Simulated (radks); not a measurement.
All-electron atom: Mg10+ in 1s1 4f1 (not the ground configuration).

Method: scalar-relativistic Kohn-Sham, LDA (Slater exchange, Perdew-Wang correlation), spin-unpolarised, spherical densities, finite nucleus; Fermi nuclear charge, rms radius 3.057 fm; computed with a radial shooting solver on a logarithmic mesh with Libxc functionals.

Energy parts (eV):
part                     energy
total                 -2035.025
kinetic                2039.846
electron-nucleus      -4124.137
Hartree                 127.371
exchange-correlation    -78.105

Orbitals (lengths in bohr, moments of r in powers of bohr; <r^-3> diverges for s and p1/2; r(max) is where P^2 peaks):
| orbital | occ. | eigenvalue (eV) | r(max) | <1/r> | <r^4> | <r^-3> |
|---|---|---|---|---|---|---|
| 1s | 1 | -1836.590 | 0.08352 | 11.95 | 0.001134 | - |
| 4f | 1 | -96.2424 | 1.467 | 0.6822 | 13.31 | 0.4829 |

The highest occupied level is 4f at -96.242 eV. The electron density at the nucleus is 573.7 e/bohr^3 (large components only). Summed over all electrons, <r^2> = 3.037 bohr^2, which gives a Langevin (diamagnetic) susceptibility term of -2.41 x 10^-6 cm^3/mol. The density falls to 0.001 e/bohr^3 at r = 2.78 bohr.
